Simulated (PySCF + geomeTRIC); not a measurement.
All values below come from PySCF + geomeTRIC with BP86-D3(BJ)/def2-SVP. fastk is a local helper that only speeds up exchange builds. No frequencies were computed at this level.

```python
import json, numpy as np
from pyscf import gto, dft
from fastk import lowrank_exchange
atoms = """
C      1.183312    -0.184518    -0.118196
N     -0.011745     0.258558    -0.703282
C     -1.184699     0.200837     0.062885
H      1.637719    -0.938135    -0.772923
H      1.078314    -0.594690     0.897640
H      1.896643     0.650122    -0.096346
H     -1.602984     1.212100     0.145327
H     -1.060625    -0.223311     1.071014
H     -1.935936    -0.380963    -0.486120
"""
def scf(charge, spin, dm0=None):
    mol = gto.M(atom=atoms, basis='def2-svp', ecp={}, charge=charge, spin=spin, verbose=3, max_memory=5040)
    mf = dft.KS(mol, xc='bp86').density_fit(auxbasis="def2-universal-jkfit")
    mf.disp = 'd3bj'
    mf.grids.level = 3
    mf.conv_tol = 1e-8
    mf.max_cycle = 120
    mf.level_shift = 0.25
    mf.kernel(dm0)
    if not mf.converged:
        mf = mf.newton().run(mf.mo_coeff, mf.mo_occ).undo_soscf()
    return mf
mf = scf(0, 1)
lowrank_exchange(mf)  # same exchange matrices as the stock routine, built faster for response steps
mo, _, stable, _ = mf.stability(return_status=True)
if not stable:
    mf.kernel(mf.make_rdm1(mo, mf.mo_occ))
del mf.get_jk
from pyscf.geomopt.geometric_solver import kernel as optimize
path = []
done, mol = optimize(mf, maxsteps=120, assert_convergence=False, callback=lambda env: path.append((env["energy"], bool(env["g_scanner"].converged))))
res = dict(converged=bool(done and path[-1][1]), energy=path[-1][0], path=[e for e, c in path], xyz=mol.atom_coords(unit="Angstrom").tolist(), nao=mol.nao)
json.dump(res, open("result.json", "w"))
```

Output:

```
converged SCF energy = -134.402832624266  <S^2> = 0.75267896  2S+1 = 2.0026772
<class 'pyscf.df.df_jk.DFUKS'> wavefunction is stable in the internal stability analysis
Geometry optimization cycle 1
converged SCF energy = -134.402832624113  <S^2> = 0.75267916  2S+1 = 2.0026774
cycle 1: E = -134.402832624  dE = -134.403  norm(grad) = 0.0417776
Geometry optimization cycle 2
converged SCF energy = -134.405857036315  <S^2> = 0.75280812  2S+1 = 2.0028062
cycle 2: E = -134.405857036  dE = -0.00302441  norm(grad) = 0.00651839
Geometry optimization cycle 3
converged SCF energy = -134.405926221956  <S^2> = 0.75280158  2S+1 = 2.0027996
cycle 3: E = -134.405926222  dE = -6.91856e-05  norm(grad) = 0.00310514
Geometry optimization cycle 4
converged SCF energy = -134.405935504403  <S^2> = 0.75280081  2S+1 = 2.0027988
cycle 4: E = -134.405935504  dE = -9.28245e-06  norm(grad) = 0.00127887
Geometry optimization cycle 5
converged SCF energy = -134.405938565784  <S^2> = 0.75279888  2S+1 = 2.0027969
cycle 5: E = -134.405938566  dE = -3.06138e-06  norm(grad) = 0.000326404
Geometry optimization cycle 6
converged SCF energy = -134.405940675596  <S^2> = 0.75279752  2S+1 = 2.0027956
cycle 6: E = -134.405940676  dE = -2.10981e-06  norm(grad) = 0.000881556
Geometry optimization cycle 7
converged SCF energy = -134.405953339146  <S^2> = 0.75279072  2S+1 = 2.0027888
cycle 7: E = -134.405953339  dE = -1.26635e-05  norm(grad) = 0.00370891
Geometry optimization cycle 8
converged SCF energy = -134.405936866806  <S^2> = 0.75271828  2S+1 = 2.0027164
cycle 8: E = -134.405936867  dE = 1.64723e-05  norm(grad) = 0.0259373
Geometry optimization cycle 9
converged SCF energy = -134.406062262547  <S^2> = 0.75275408  2S+1 = 2.0027522
cycle 9: E = -134.406062263  dE = -0.000125396  norm(grad) = 0.0133923
Geometry optimization cycle 10
converged SCF energy = -134.406197678545  <S^2> = 0.7527329  2S+1 = 2.002731
cycle 10: E = -134.406197679  dE = -0.000135416  norm(grad) = 0.0161643
Geometry optimization cycle 11
converged SCF energy = -134.406441323529  <S^2> = 0.75273644  2S+1 = 2.0027346
cycle 11: E = -134.406441324  dE = -0.000243645  norm(grad) = 0.00725335
Geometry optimization cycle 12
converged SCF energy = -134.406575086066  <S^2> = 0.7527462  2S+1 = 2.0027443
cycle 12: E = -134.406575086  dE = -0.000133763  norm(grad) = 0.00317323
Geometry optimization cycle 13
converged SCF energy = -134.406631526717  <S^2> = 0.75274239  2S+1 = 2.0027405
cycle 13: E = -134.406631527  dE = -5.64407e-05  norm(grad) = 0.00472368
Geometry optimization cycle 14
converged SCF energy = -134.406834295373  <S^2> = 0.7527218  2S+1 = 2.0027199
cycle 14: E = -134.406834295  dE = -0.000202769  norm(grad) = 0.0195905
Geometry optimization cycle 15
converged SCF energy = -134.407111709133  <S^2> = 0.75270734  2S+1 = 2.0027055
cycle 15: E = -134.407111709  dE = -0.000277414  norm(grad) = 0.00839143
Geometry optimization cycle 16
converged SCF energy = -134.407264256759  <S^2> = 0.75269528  2S+1 = 2.0026935
cycle 16: E = -134.407264257  dE = -0.000152548  norm(grad) = 0.00552589
Geometry optimization cycle 17
converged SCF energy = -134.407384933309  <S^2> = 0.75268352  2S+1 = 2.0026817
cycle 17: E = -134.407384933  dE = -0.000120677  norm(grad) = 0.00296526
Geometry optimization cycle 18
converged SCF energy = -134.407412319148  <S^2> = 0.75267847  2S+1 = 2.0026767
cycle 18: E = -134.407412319  dE = -2.73858e-05  norm(grad) = 0.00136875
Geometry optimization cycle 19
converged SCF energy = -134.407419466533  <S^2> = 0.75267668  2S+1 = 2.0026749
cycle 19: E = -134.407419467  dE = -7.14738e-06  norm(grad) = 0.000845471
Geometry optimization cycle 20
converged SCF energy = -134.407422472687  <S^2> = 0.7526765  2S+1 = 2.0026747
cycle 20: E = -134.407422473  dE = -3.00615e-06  norm(grad) = 0.000149192
Geometry optimization cycle 21
converged SCF energy = -134.407422482891  <S^2> = 0.7526766  2S+1 = 2.0026748
cycle 21: E = -134.407422483  dE = -1.0204e-08  norm(grad) = 3.14421e-05
Geometry optimization cycle 22
converged SCF energy = -134.407422446591  <S^2> = 0.75267663  2S+1 = 2.0026748
cycle 22: E = -134.407422447  dE = 3.63002e-08  norm(grad) = 5.56329e-05
<class 'geometric.internal.Distance'> : 8
<class 'geometric.internal.Angle'> : 13
<class 'geometric.internal.Dihedral'> : 6
<class 'geometric.internal.TranslationX'> : 1
<class 'geometric.internal.TranslationY'> : 1
<class 'geometric.internal.TranslationZ'> : 1
<class 'geometric.internal.RotationA'> : 1
<class 'geometric.internal.RotationB'> : 1
<class 'geometric.internal.RotationC'> : 1
Step    0 : Gradient = 1.393e-02/2.442e-02 (rms/max) Energy = -134.4028326241
Step    1 : Displace = 3.654e-02/5.076e-02 (rms/max) Trust = 1.000e-01 (=) Grad = 2.173e-03/4.854e-03 (rms/max) E (change) = -134.4058570363 (-3.024e-03) Quality = 1.000
Step    2 : Displace = 1.195e-02/1.814e-02 (rms/max) Trust = 1.414e-01 (+) Grad = 1.035e-03/1.999e-03 (rms/max) E (change) = -134.4059262220 (-6.919e-05) Quality = 0.888
Step    3 : Displace = 1.861e-03/2.865e-03 (rms/max) Trust = 2.000e-01 (+) Grad = 4.263e-04/8.101e-04 (rms/max) E (change) = -134.4059355044 (-9.282e-06) Quality = 1.331
Step    4 : Displace = 2.144e-03/3.335e-03 (rms/max) Trust = 2.828e-01 (+) Grad = 1.088e-04/2.262e-04 (rms/max) E (change) = -134.4059385658 (-3.061e-06) Quality = 1.252
Step    5 : Displace = 2.961e-03/4.691e-03 (rms/max) Trust = 3.000e-01 (+) Grad = 2.939e-04/5.294e-04 (rms/max) E (change) = -134.4059406756 (-2.110e-06) Quality = 1.621
Step    6 : Displace = 1.944e-02/3.085e-02 (rms/max) Trust = 3.000e-01 (=) Grad = 1.236e-03/2.346e-03 (rms/max) E (change) = -134.4059533391 (-1.266e-05) Quality = 1.642
Step    7 : Displace = 1.823e-01/2.891e-01 (rms/max) Trust = 3.000e-01 (=) Grad = 8.646e-03/1.695e-02 (rms/max) E (change) = -134.4059368668 (+1.647e-05) Quality = -0.237
Step    8 : Displace = 9.178e-02/1.432e-01 (rms/max) Trust = 9.117e-02 (-) Grad = 4.464e-03/8.471e-03 (rms/max) E (change) = -134.4060622625 (-1.254e-04) Quality = 0.647
Step    9 : Displace = 4.789e-02/7.583e-02 (rms/max) Trust = 9.117e-02 (=) Grad = 5.388e-03/1.020e-02 (rms/max) E (change) = -134.4061976785 (-1.354e-04) Quality = 2.212
Step   10 : Displace = 9.132e-03/1.231e-02 (rms/max) Trust = 1.289e-01 (+) Grad = 2.418e-03/4.204e-03 (rms/max) E (change) = -134.4064413235 (-2.436e-04) Quality = 1.466
Step   11 : Displace = 1.765e-02/2.797e-02 (rms/max) Trust = 1.823e-01 (+) Grad = 1.058e-03/1.731e-03 (rms/max) E (change) = -134.4065750861 (-1.338e-04) Quality = 1.140
Step   12 : Displace = 1.292e-02/2.074e-02 (rms/max) Trust = 2.579e-01 (+) Grad = 1.575e-03/2.792e-03 (rms/max) E (change) = -134.4066315267 (-5.644e-05) Quality = 1.892
Step   13 : Displace = 1.809e-01/2.899e-01 (rms/max) Trust = 3.000e-01 (+) Grad = 6.530e-03/1.184e-02 (rms/max) E (change) = -134.4068342954 (-2.028e-04) Quality = 0.482
Step   14 : Displace = 7.226e-02/1.106e-01 (rms/max) Trust = 3.000e-01 (=) Grad = 2.797e-03/5.074e-03 (rms/max) E (change) = -134.4071117091 (-2.774e-04) Quality = 0.898
Step   15 : Displace = 3.312e-02/5.446e-02 (rms/max) Trust = 3.000e-01 (=) Grad = 1.842e-03/3.338e-03 (rms/max) E (change) = -134.4072642568 (-1.525e-04) Quality = 1.678
Step   16 : Displace = 7.937e-02/1.339e-01 (rms/max) Trust = 3.000e-01 (=) Grad = 9.884e-04/1.834e-03 (rms/max) E (change) = -134.4073849333 (-1.207e-04) Quality = 0.815
Step   17 : Displace = 1.240e-02/2.125e-02 (rms/max) Trust = 3.000e-01 (=) Grad = 4.562e-04/8.246e-04 (rms/max) E (change) = -134.4074123191 (-2.739e-05) Quality = 1.127
Step   18 : Displace = 9.845e-03/1.887e-02 (rms/max) Trust = 3.000e-01 (=) Grad = 2.818e-04/4.980e-04 (rms/max) E (change) = -134.4074194665 (-7.147e-06) Quality = 1.251
Step   19 : Displace = 1.207e-02/2.221e-02 (rms/max) Trust = 3.000e-01 (=) Grad = 4.973e-05/8.711e-05 (rms/max) E (change) = -134.4074224727 (-3.006e-06) Quality = 0.867
Step   20 : Displace = 2.887e-03/5.049e-03 (rms/max) Trust = 3.000e-01 (=) Grad = 1.048e-05/1.562e-05 (rms/max) E (change) = -134.4074224829 (-1.020e-08) Quality = 0.053
Step   21 : Displace = 9.901e-04/1.447e-03 (rms/max) Trust = 1.443e-03 (-) Grad = 1.854e-05/3.707e-05 (rms/max) E (change) = -134.4074224466 (+3.630e-08) Quality = -0.686
Converged! =D
```

Cost: around 4 core-minutes (rough).
